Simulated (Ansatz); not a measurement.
Program: Ansatz. Geometries: PBE0-D4/def2-TZVP. ΔE: electronic, gas phase. CCSD(T)/CBS is the MP2 limit (def2-TZVPP, def2-QZVPP) plus CCSD(T) − MP2 in def2-TZVPP, frozen cores. This one scheme is used for every species. DFT in def2-TZVPP. B3LYP here is the variant with VWN-RPA as its local correlation; programs differ in this. Each species was taken in one conformer, which may not be the lowest.

Consider the ligand exchange at the Si–O bond: `CO[SiH2]S` + `OCS` → `SCO[SiH2]S` + CH₃OH.

```json
{"level": "PBE0-D4", "ΔE (kcal/mol)": "-3.4", "difference from CCSD(T)/CBS": "-0.2"}
{"level": "B3LYP-D4", "ΔE (kcal/mol)": "-3.8", "difference from CCSD(T)/CBS": "-0.6"}
{"level": "ωB97M-V", "ΔE (kcal/mol)": "-2.9", "difference from CCSD(T)/CBS": "0.3"}
{"level": "B2PLYP", "ΔE (kcal/mol)": "-2.5", "difference from CCSD(T)/CBS": "0.7"}
{"level": "r2SCAN", "ΔE (kcal/mol)": "-2.9", "difference from CCSD(T)/CBS": "0.3"}
{"level": "HF/def2-TZVPP", "ΔE (kcal/mol)": "-0.9", "difference from CCSD(T)/CBS": "2.3"}
{"level": "SCS-MP2/def2-TZVPP", "ΔE (kcal/mol)": "-2.9", "difference from CCSD(T)/CBS": "0.3"}
{"level": "MP2/def2-QZVPP", "ΔE (kcal/mol)": "-3.4", "difference from CCSD(T)/CBS": "-0.2"}
{"level": "MP2/CBS(def2)", "ΔE (kcal/mol)": "-3.5", "difference from CCSD(T)/CBS": "-0.3"}
{"level": "CCSD/CBS(def2)", "ΔE (kcal/mol)": "-2.7", "difference from CCSD(T)/CBS": "0.5"}
{"level": "CCSD(T)/CBS", "ΔE (kcal/mol)": "-3.2", "difference from CCSD(T)/CBS": "0"}
```

Largest T1 diagnostic among the species: 0.012.

The D4 term adds −1.9 kcal/mol with B3LYP and −1.1 kcal/mol with PBE0; it sums over pairs of atoms, weighted by their polarisabilities, and B3LYP, whose exchange is more repulsive, gets the larger term. In def2-TZVPP, CCSD(T) changes the Hartree–Fock value by −2.2 kcal/mol (the triples alone add −0.5 kcal/mol) and MP2 by −2.5 kcal/mol.
